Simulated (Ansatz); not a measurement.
Coupled-cluster diagnostics for the cluster MoO₄H₂, Ansatz.

Geometry of the singlet (PBE-D4/def2-SVP):

```xyz
7

Mo    0.065   -0.137   -0.008
O    -0.958   -1.494   -0.821
O     1.794   -0.271    0.727
O    -1.739   -0.869    0.179
O     1.766    0.812   -0.182
H    -0.617    0.847    1.163
H    -0.311    1.112   -1.057
```

In the def2 sets Mo takes a core potential; there is no spin–orbit coupling. Correlated methods freeze 4 core orbitals; core or outer-core shells of Mo are correlated, in sets that lack core-valence functions. The structure holds 2 bonds between oxygen atoms, so isomers without such links may lie far lower. Another isomer (singlet) lies 4.69 eV lower at PBE0-D4/def2-TZVP; other spin states weren't run for this one.

Q: Estimate the CCSD(T) correlation energy, the shares of MP2 and (T), T1 and the reference's ⟨S²⟩ for: charge 0, singlet, own geometry in def2-TZVP; and the rough time on 2 threads of Arm Neoverse V1 on a shared host.

A: 
| state | basis | correlation (eV) | MP2 share (%) | (T) share (%) | T1 | ⟨S²⟩ (pure) | wall time |
| --- | --- | --- | --- | --- | --- | --- | --- |
| charge 0, singlet, own geometry | def2-TZVP | -41.885 | 98.4 | 6.1 | 0.046 | 0.00 (0.00) | 3.3 min |
Customary marks for T1 are 0.02 (closed shells), 0.045 (open shells) and about 0.05 (3d metals). T1 exceeds 0.02 in 1 of 1 rows and 0.045 in 1; the higher it lies, the less the single-reference result can be trusted.
